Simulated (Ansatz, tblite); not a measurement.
Forces on WO4H2 at its PBE-D4/def2-SVP geometry. Charge 0, multiplicity 1.

In the def2 sets W takes a core potential; there is no spin–orbit coupling. The xTB rows come from tblite. The structure holds one bond between oxygen atoms, so isomers without such links may lie far lower. The structure comes from a short search, and lower isomers may exist.

GFN1-xTB (tblite), largest force 3.24 eV/Å:

```xyz
7
positions Å, forces eV/Å
W    -0.034   -0.236    0.006    0.122   -0.216   -2.335
O     0.257   -0.734   -1.864    1.159   -0.025    3.026
O    -0.858   -1.341    1.021    1.071    1.105   -0.666
O     1.335   -1.147   -0.977   -2.292    1.309    0.124
O     0.468    1.381    0.841   -0.885   -2.151   -0.075
H    -1.438    0.350   -0.758    0.553    0.020    0.620
H     0.270    1.726    1.731    0.272   -0.042   -0.693
```

GFN2-xTB (tblite), largest force 3.10 eV/Å:

```
W -1.599 -0.684 -2.568
O 1.062 -0.347 1.800
O 1.061 0.402 0.004
O -0.712 0.667 0.058
O 0.253 -0.757 0.526
H -0.233 0.450 0.262
H 0.168 0.268 -0.082
```

PBE0-D4/def2-TZVP (Ansatz), largest force 1.53 eV/Å:

```
W -0.236 -0.804 -0.083
O 0.360 0.017 1.178
O 0.779 0.981 -0.881
O -0.941 0.577 0.052
O -0.261 -0.426 0.270
H 0.178 -0.043 0.125
H 0.122 -0.303 -0.662
```
